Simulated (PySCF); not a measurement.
## Relaxation of singlet SeF₄

Computed with PBE in PySCF with Se def2-SVP, F def2-SVP; no relativity; density-fitted integrals. A (50,194) grid was used.

A hand-made see-saw start, of C2v symmetry, held to at least that symmetry:

```xyz
5
charge 0 multiplicity 1, angstrom
Se    0.0000    0.0000   -0.3083
F     0.0000    1.7932   -0.1514
F     0.0000   -1.7932   -0.1514
F     1.4184    0.0000    0.7999
F    -1.4184    0.0000    0.7999
```

What forces act on the atoms at the start (eV/Å)?


```json
{"atom": "Se1", "Fx": "0.00", "Fy": "0.00", "Fz": "1.18"}
{"atom": "F2", "Fx": "0.00", "Fy": "0.06", "Fz": "0.06"}
{"atom": "F3", "Fx": "0.00", "Fy": "-0.06", "Fz": "0.06"}
{"atom": "F4", "Fx": "-1.01", "Fy": "0.00", "Fz": "-0.64"}
{"atom": "F5", "Fx": "1.01", "Fy": "0.00", "Fz": "-0.64"}
```

What does it relax to?

It ends at C2v with Se–F 1.745 Å (×2), Se–F 1.808 Å (×2); F–Se–F 87.3° (×4), F–Se–F 99.7°, F–Se–F 171.6° (after a last refinement on a finer grid). A frequency run shows a minimum. Other isomers or separated fragments may lie lower.

How much energy is released, and in how many steps?

7.3 kJ/mol in 4 steps.

The relaxation took roughly 21 core-seconds on a shared host.
